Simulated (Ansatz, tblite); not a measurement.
Cost and result up the ladder for BeCl2⁻ (3 atoms). The state is a doublet with charge -1. Geometry: PBE-D4/def2-TZVPD.

Cartesian coordinates in Å:
```
Be -0.487 0.115 0.370
Cl -0.760 -0.942 -1.231
Cl 1.247 0.827 0.860
```

Ansatz on 4 threads of Arm Neoverse V1 on a shared host; xTB runs through tblite on one thread. Times are rough, summed over both states, and most runs start from the orbitals of an earlier one. CCSD(T)/def2-TZVPPD serves as the yardstick here, not as an exact answer. Differences are given only for rows in sets of like size (and for xTB, whose basis is part of the method), since another set adds its own error. The other state is a quartet at its own geometry.

The xTB rows come from tblite. Correlated methods freeze 10 core orbitals. In the quartet, Cl2 and Cl3 lie 2.63 Å apart (atoms count from 1), so these atoms are partly bonded to each other. The structure comes from a short search, and lower isomers may exist.

Correlated methods converge slowly with the basis.

xTB has no spin-polarisation term.

```json
{"level": "GFN1-xTB", "functions": "22", "quartet − doublet (eV)": "7.22", "difference from CCSD(T)/def2-TZVPPD (eV)": "1.57", "remarks": "–"}
{"level": "r2SCAN-D4/def2-TZVPD", "functions": "114", "quartet − doublet (eV)": "5.24", "difference from CCSD(T)/def2-TZVPPD (eV)": "-0.41", "remarks": "HOMO above zero (doublet), HOMO above zero (quartet)"}
{"level": "HF/def2-TZVPD", "functions": "114", "quartet − doublet (eV)": "5.43", "difference from CCSD(T)/def2-TZVPPD (eV)": "-0.22", "remarks": "HOMO above zero (quartet)"}
{"level": "RPA@PBE/def2-TZVPD", "functions": "114", "quartet − doublet (eV)": "5.33", "difference from CCSD(T)/def2-TZVPPD (eV)": "-0.32", "remarks": "–"}
{"level": "MP2/def2-TZVPD", "functions": "114", "quartet − doublet (eV)": "5.77", "difference from CCSD(T)/def2-TZVPPD (eV)": "0.12", "remarks": "HOMO above zero (quartet)"}
{"level": "CCSD(T)/def2-TZVPPD", "functions": "124", "quartet − doublet (eV)": "5.65", "difference from CCSD(T)/def2-TZVPPD (eV)": "0.00", "remarks": "HOMO above zero (quartet)"}
{"level": "HF/STO-3G", "functions": "23", "quartet − doublet (eV)": "6.39", "difference from CCSD(T)/def2-TZVPPD (eV)": "–", "remarks": "HOMO above zero (doublet), HOMO above zero (quartet)"}
{"level": "ωB97M-V/def2-TZVPD", "functions": "114", "quartet − doublet (eV)": "5.79", "difference from CCSD(T)/def2-TZVPPD (eV)": "0.14", "remarks": "HOMO above zero (quartet)"}
{"level": "r2SCAN0-D4/def2-TZVPD", "functions": "114", "quartet − doublet (eV)": "5.41", "difference from CCSD(T)/def2-TZVPPD (eV)": "-0.24", "remarks": "HOMO above zero (doublet), HOMO above zero (quartet)"}
{"level": "B97M-V/def2-TZVPD", "functions": "114", "quartet − doublet (eV)": "5.59", "difference from CCSD(T)/def2-TZVPPD (eV)": "-0.06", "remarks": "HOMO above zero (doublet), HOMO above zero (quartet)"}
{"level": "ωB97X-V/def2-TZVPD", "functions": "114", "quartet − doublet (eV)": "5.73", "difference from CCSD(T)/def2-TZVPPD (eV)": "0.08", "remarks": "HOMO above zero (quartet)"}
{"level": "PBE0-D4/def2-TZVPD", "functions": "114", "quartet − doublet (eV)": "5.35", "difference from CCSD(T)/def2-TZVPPD (eV)": "-0.30", "remarks": "HOMO above zero (doublet), HOMO above zero (quartet)"}
{"level": "PBE-D4/def2-TZVPD (with forces)", "functions": "114", "quartet − doublet (eV)": "5.12", "difference from CCSD(T)/def2-TZVPPD (eV)": "-0.53", "remarks": "HOMO above zero (doublet), HOMO above zero (quartet)"}
{"level": "GFN2-xTB", "functions": "22", "quartet − doublet (eV)": "8.65", "difference from CCSD(T)/def2-TZVPPD (eV)": "3.00", "remarks": "–"}
```

Estimate how long each takes.

GFN1-xTB 0.004 s; GFN2-xTB 0.008 s; HF/STO-3G 0.2 s; MP2/def2-TZVPD 1.4 s; HF/def2-TZVPD 1.6 s; PBE-D4/def2-TZVPD (with forces) 2.5 s; RPA@PBE/def2-TZVPD 3 s; r2SCAN-D4/def2-TZVPD 4.9 s; r2SCAN0-D4/def2-TZVPD 5.8 s; ωB97X-V/def2-TZVPD 7.2 s; B97M-V/def2-TZVPD 8 s; ωB97M-V/def2-TZVPD 10 s; PBE0-D4/def2-TZVPD 10 s; CCSD(T)/def2-TZVPPD 12 s. On shared hardware such times vary by a factor of up to 3.
